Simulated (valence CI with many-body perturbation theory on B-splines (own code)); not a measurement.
## E1 transitions of Eu LVIII

Level of theory: relativistic CI+MBPT: four valence electrons over a frozen Dirac-Fock core [He], radial functions for each j: 11 s, 11 p, 10 d, 8 f, 5 g, 2 h, with the one-electron correlation potential Σ1 (screened to all orders), the two-electron term Σ2, the three-electron term Σ3, Breit, model QED; selected single and double excitations, second order for the rest, scaled by the run's own slope (own B-spline code, finite nucleus).

No measured spectrum was set against this ion. As an estimate, large intervals hold to a few tenths of a per cent, small ones and those within an open d or f shell to about a per cent. Among the levels kept, up to 910 cm⁻¹ of a level comes from second order outside the variational space, and about a tenth of that is noise between levels of different J, which matters for small intervals.

Lines 151 to 200 of 549 in falling wavelength, among levels below 9400.1 eV, chosen from the strongest by gf and those to the six lowest levels. Wavelengths and rates use the calculated energies. Electric multipoles are in the length gauge with retardation, E1 and E2 with the static RPA response of the core. Weak lines are less certain than strong ones. Lines between different terms over intervals too small for the method are left out, as are lines whose strength nearly cancels. The highest levels of a list are the least certain.

Levels are named by their leading jj configuration (3d3/2^4 stands for four electrons in 3d with j = 3/2), which in mixed levels can hold well under half, so a name can repeat and another be missing. Letters in brackets count levels of one name in rising energy.

| λ vac (nm) | Upper | Lower | A (s⁻¹) | S (a.u.) |
| --- | --- | --- | --- | --- |
| 1.415 | (2s 2p3/2^2 3d3/2) J=4 | (2s^2 2p3/2 3d3/2) J=3 | 4.89e+11 | 6.16e-03 |
| 1.411 | (2s 2p3/2^2 3p1/2) J=3 | (2s^2 2p3/2 3p1/2) J=2 | 5.58e+11 | 5.42e-03 |
| 1.403 | (2p1/2 2p3/2^2 3p3/2) J=3 [a] | (2s 2p1/2 2p3/2 3p3/2) J=2 [d] | 1.29e+12 | 1.23e-02 |
| 1.402 | (2s 2p1/2 2p3/2^2) J=2 [a] | (2s^2 2p1/2 2p3/2) J=1 | 6.26e+11 | 4.26e-03 |
| 1.398 | (2p1/2 2p3/2^2 3d5/2) J=4 | (2s 2p1/2 2p3/2 3d5/2) J=3 [c] | 1.17e+12 | 1.43e-02 |
| 1.397 | (2p1/2 2p3/2^2 3s) J=2 [a] | (2s 2p1/2 2p3/2 3s) J=1 [c] | 8.18e+11 | 5.51e-03 |
| 1.388 | (2p1/2 2p3/2^2 3p3/2) J=3 [b] | (2s 2p1/2 2p3/2 3p3/2) J=2 [e] | 9.88e+11 | 9.12e-03 |
| 1.385 | (2p1/2 2p3/2^2 3p1/2) J=2 [a] | (2s 2p1/2 2p3/2 3p1/2) J=1 [b] | 1.03e+12 | 6.78e-03 |
| 1.375 | (2p1/2 2p3/2^2 3d3/2) J=3 [b] | (2s 2p1/2 2p3/2 3d3/2) J=2 [e] | 8.76e+11 | 7.87e-03 |
| 1.371 | (2s 2p3/2^2 3d3/2) J=3 [a] | (2s 2p1/2 2p3/2 3p1/2) J=2 [c] | 7.58e+11 | 6.76e-03 |
| 1.368 | (2p1/2 2p3/2^2 3d3/2) J=3 [a] | (2s 2p1/2 2p3/2 3d3/2) J=2 [c] | 6.63e+11 | 5.86e-03 |
| 1.367 | (2s 2p1/2 2p3/2^2) J=3 | (2s^2 2p1/2 2p3/2) J=2 | 5.96e+11 | 5.25e-03 |
| 1.365 | (2p1/2 2p3/2^2 3p3/2) J=4 | (2s 2p1/2 2p3/2 3p3/2) J=3 [c] | 1.77e+12 | 1.99e-02 |
| 1.362 | (2p1/2 2p3/2^2 3p1/2) J=2 [b] | (2s 2p1/2 2p3/2 3p1/2) J=1 [c] | 1.66e+12 | 1.03e-02 |
| 1.356 | (2p1/2 2p3/2^2 3d3/2) J=4 | (2s 2p1/2 2p3/2 3d3/2) J=3 [c] | 1.40e+12 | 1.56e-02 |
| 1.356 | (2p1/2 2p3/2^2 3s) J=3 | (2s 2p1/2 2p3/2 3s) J=2 [c] | 1.04e+12 | 8.95e-03 |
| 1.346 | (2p1/2 2p3/2^2 3p1/2) J=3 | (2s 2p1/2 2p3/2 3p1/2) J=2 [c] | 8.88e+11 | 7.49e-03 |
| 1.338 | (2p1/2 2p3/2^2 3p3/2) J=2 [b] | (2s 2p1/2 2p3/2 3p3/2) J=1 [e] | 1.60e+12 | 9.46e-03 |
| 1.325 | (2s 2p3/2^3) J=2 | (2s^2 2p3/2^2) J=2 | 2.16e+12 | 1.24e-02 |
| 1.318 | (2s 2p3/2^2 3p3/2) J=3 [b] | (2s^2 2p3/2 3p3/2) J=2 | 9.31e+11 | 7.37e-03 |
| 1.316 | (2s 2p3/2^2 3d5/2) J=4 [b] | (2s^2 2p3/2 3d5/2) J=3 | 7.42e+11 | 7.52e-03 |
| 1.315 | (2p1/2^2 2p3/2^2) J=2 | (2s 2p1/2^2 2p3/2) J=1 | 1.84e+12 | 1.03e-02 |
| 1.315 | (2s 2p1/2 2p3/2 3d5/2) J=3 [c] | (2s^2 2p1/2 3d5/2) J=2 | 2.34e+12 | 1.84e-02 |
| 1.314 | (2p1/2 2p3/2^3) J=1 | (2s 2p1/2 2p3/2^2) J=1 [a] | 2.62e+12 | 8.78e-03 |
| 1.312 | (2s 2p1/2 2p3/2 3d5/2) J=4 [c] | (2s^2 2p1/2 3d5/2) J=3 | 2.20e+12 | 2.21e-02 |
| 1.311 | (2s 2p1/2 2p3/2 3p3/2) J=2 [d] | (2s^2 2p1/2 3p3/2) J=1 | 2.13e+12 | 1.19e-02 |
| 1.309 | (2p1/2 2p3/2^2 3p3/2) J=1 [c] | (2s 2p1/2 2p3/2 3p3/2) J=1 [d] | 1.44e+12 | 4.79e-03 |
| 1.309 | (2s 2p1/2 2p3/2 3p3/2) J=3 [c] | (2s^2 2p1/2 3p3/2) J=2 | 2.39e+12 | 1.85e-02 |
| 1.309 | (2s 2p1/2 2p3/2 3d3/2) J=2 [c] | (2s^2 2p1/2 3d3/2) J=2 | 1.89e+12 | 1.05e-02 |
| 1.308 | (2s 2p3/2^2 3d5/2) J=2 [b] | (2s^2 2p3/2 3d5/2) J=1 | 8.81e+11 | 4.87e-03 |
| 1.306 | (2p1/2^2 2p3/2 3d5/2) J=2 | (2s 2p1/2^2 3d5/2) J=2 | 1.35e+12 | 7.42e-03 |
| 1.305 | (2s 2p1/2 2p3/2 3s) J=1 [b] | (2s^2 2p1/2 3s) J=1 | 2.32e+12 | 7.64e-03 |
| 1.305 | (2s 2p3/2^2 3d5/2) J=3 [c] | (2s^2 2p3/2 3d5/2) J=3 | 1.55e+12 | 1.19e-02 |
| 1.305 | (2s 2p1/2 2p3/2 3d3/2) J=2 [d] | (2s^2 2p1/2 3d3/2) J=1 | 9.48e+11 | 5.20e-03 |
| 1.304 | (2s 2p3/2^2 3p3/2) J=2 [c] | (2s^2 2p3/2 3p3/2) J=2 | 2.30e+12 | 1.26e-02 |
| 1.304 | (2p1/2^2 2p3/2 3p3/2) J=1 | (2s 2p1/2^2 3p3/2) J=1 | 1.72e+12 | 5.64e-03 |
| 1.303 | (2p1/2 2p3/2^3) J=2 | (2s 2p1/2 2p3/2^2) J=2 [b] | 3.79e+12 | 2.07e-02 |
| 1.303 | (2p3/2^4) J=0 | (2s 2p3/2^3) J=1 | 8.64e+12 | 9.42e-03 |
| 1.302 | (2p1/2 2p3/2^2 3p3/2) J=2 [c] | (2s 2p1/2 2p3/2 3p3/2) J=2 [e] | 1.86e+12 | 1.01e-02 |
| 1.301 | (2s 2p1/2 2p3/2 3p1/2) J=1 [b] | (2s^2 2p1/2 3p1/2) J=1 | 2.88e+12 | 9.40e-03 |
| 1.301 | (2p1/2 2p3/2^2 3p3/2) J=3 [b] | (2s 2p1/2 2p3/2 3p3/2) J=3 [b] | 1.44e+12 | 1.10e-02 |
| 1.301 | (2p1/2 2p3/2^2 3s) J=1 [b] | (2s 2p1/2 2p3/2 3s) J=2 [c] | 2.23e+12 | 7.26e-03 |
| 1.300 | (2s 2p1/2 2p3/2 3d3/2) J=3 [c] | (2s^2 2p1/2 3d3/2) J=2 | 2.10e+12 | 1.59e-02 |
| 1.299 | (2s 2p1/2 2p3/2 3d3/2) J=2 [b] | (2s 2p1/2^2 3p1/2) J=1 | 8.63e+11 | 4.67e-03 |
| 1.299 | (2p1/2^2 2p3/2 3d5/2) J=4 | (2s 2p1/2^2 3d5/2) J=3 | 1.63e+12 | 1.59e-02 |
| 1.298 | (2p1/2^2 2p3/2 3p3/2) J=3 | (2s 2p1/2^2 3p3/2) J=2 | 1.87e+12 | 1.41e-02 |
| 1.298 | (2s 2p1/2 2p3/2 3p1/2) J=2 [c] | (2s^2 2p1/2 3p1/2) J=1 | 2.43e+12 | 1.31e-02 |
| 1.297 | (2s 2p1/2 2p3/2 3p1/2) J=1 [c] | (2s^2 2p1/2 3p1/2) J=0 | 2.70e+12 | 8.73e-03 |
| 1.296 | (2s 2p1/2 2p3/2 3d3/2) J=2 [e] | (2s^2 2p1/2 3d3/2) J=1 | 1.44e+12 | 7.77e-03 |
| 1.296 | (2p1/2 2p3/2^2 3p1/2) J=1 [b] | (2s 2p1/2 2p3/2 3p1/2) J=2 [c] | 2.47e+12 | 7.97e-03 |
